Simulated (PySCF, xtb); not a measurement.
dichloro(silyloxy)silane (Cl₂H₄OSi₂), SMILES [SiH3]O[SiH](Cl)Cl.

GFN2-xTB (xtb) at its own geometry gives an orbital gap of 6.00 eV and a dipole moment of 2.17 D.

The structure is a stationary point at ωB97X-D3(BJ)/def2-SVP. Other conformers were not sampled.

**Question.** What does r2SCAN/def2-TZVP (PySCF) give? (An estimate is asked for; the answer gives what the named calculation found.)

**Answer.** gap 7.43 eV (levels -8.09 and -0.65 eV), dipole 1.02 D.
